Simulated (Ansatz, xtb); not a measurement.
## Two isomers of H4N2Sn

Structure I is `[NH2][Sn][NH2]`, a triplet and structure II is `N[NH][SnH]`, a singlet. Both are isolated molecules in the gas phase, relaxed with PBE0-D4/def2-SVP; the shapes shown needn't be the lowest conformers.

I (Å):

```xyz
7

N    -1.2588   -0.6820   -0.9929
N     1.3171    0.1438    1.1320
Sn   -0.0612    0.8840   -0.2691
H    -1.1661   -0.7926   -2.0041
H    -2.2490   -0.5205   -0.8011
H     1.1982    0.5817    2.0471
H     2.2810    0.3176    0.8424
```

II (Å):

```xyz
7

N    -1.4829   -0.6341   -1.0417
N    -0.3182    0.1101   -0.8112
Sn    0.4921    0.8536    0.9072
H    -2.1851   -0.0383   -1.4892
H    -1.8714   -0.8846   -0.1328
H     0.2523    0.1119   -1.6552
H    -0.9904    0.3437    1.7802
```

**Question.** Which of the two would you expect CCSD(T)/def2-TZVP electronic energies to favour?

**Answer.** CCSD(T)/def2-TZVP gives E(II) − E(I) = −1.95 kcal/mol, slightly favouring structure II, which is too small a margin to settle the true order.

The same difference at several levels:

```csv
level,geometry,E(II) − E(I) (kcal/mol),departure from the last row (kcal/mol),"job, with rough time for the two"
PBE0-D4/def2-SVP,PBE0-D4/def2-SVP,−6.80,−4.85,"optimisation, 54 s"
HF/def2-TZVP,PBE0-D4/def2-SVP,+11.11,+13.07,part of the CCSD(T) run
MP2/def2-TZVP,PBE0-D4/def2-SVP,−2.21,−0.26,part of the CCSD(T) run
CCSD(T)/def2-TZVP,PBE0-D4/def2-SVP,−1.95,,"single point, 2.5 min"
```

As drawn, II has 1 N–N, 1 Sn–H in place of 1 N–Sn, 1 N–H.

HF/def2-TZVP puts the two in the other order. The largest departure from CCSD(T)/def2-TZVP is that of HF/def2-TZVP, 13.07 kcal/mol. At CCSD(T)/def2-TZVP a singlet with the links of I lies below this triplet. Levels run at GFN2-xTB geometries aren't shown.

With harmonic frequencies from PBE0-D4/def2-SVP (ideal gas, rigid rotor, one conformer each, 298.15 K, 1 atm): the zero-point term adds −0.47 kcal/mol; ΔH is −2.84 and ΔG −1.71 kcal/mol.

The T1 diagnostic of structure II is large, so the coupled-cluster value is less sure. Open shells are spin-unrestricted. The correlated steps freeze 6 core orbitals; the filled d shell of Sn is correlated, in a basis made for valence electrons. Atoms past krypton carry core potentials in the def2 sets and no spin–orbit term is included. ΔG holds the spin degeneracy. Mirror images aren't counted in ΔG. Programs: Ansatz 0.2.0; the last row on 2 threads of Arm Neoverse V2 on a shared host.
